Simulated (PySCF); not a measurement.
A GIAO shielding run with PySCF 2.14 (density fitting, non-relativistic, gas phase) on `ClC([SiH2]S)(Cl)Cl`, CH₃Cl₃SSi:

```
$ OMP_NUM_THREADS=1 python probes_run.py task.json out

{"job": {"kind": "nmr", "xc": "PBE0", "basis": "def2-SVP", "pop": true}, "charge": 0, "multiplicity": 1}
S      1.683360    -0.079603    -0.445391
Si    -0.010070     0.163167     0.821567
C     -1.601206     0.482554    -0.209529
Cl    -2.950308     0.668630     0.940691
Cl    -1.895943    -0.934489    -1.255766
Cl    -1.432908     1.943496    -1.195901
H      1.197626    -1.199216    -1.028143
H     -0.304378    -1.046393     1.636684
H      0.239740     1.367952     1.653791
```

Hardware: 1 thread of an Arm Neoverse V2, shared host. The job also computes population analyses, field gradients.

**Question.** How large is the calculation?

**Answer.** 90 electrons, 119 basis functions and 812 auxiliary functions.

**Question.** How long does it take, and how much memory does it need?

**Answer.** 8.5 s of wall time, with 12 SCF cycles and 5 response iterations; peak memory 0.67 GiB. Times on a shared host scatter by some tens of per cent.

**Question.** And these other runs on the same molecule and hardware: GIAO shielding at PBE0/6-311+G(2d,p); GIAO shielding at PBE0/6-31G*; GIAO shielding at PBE0/IGLO-III; GIAO shielding at PBE0/aug-cc-pVDZ; GIAO shielding at PBE0/cc-pVDZ; GIAO shielding at PBE0/cc-pVTZ?

**Answer.** PBE0/6-311+G(2d,p): 220 functions, 24 s; PBE0/6-31G*: 110 functions, 9.1 s; PBE0/IGLO-III: 285 functions, 34 s; PBE0/aug-cc-pVDZ: 185 functions, 18 s; PBE0/cc-pVDZ: 119 functions, 9.9 s; PBE0/cc-pVTZ: 242 functions, 29 s.
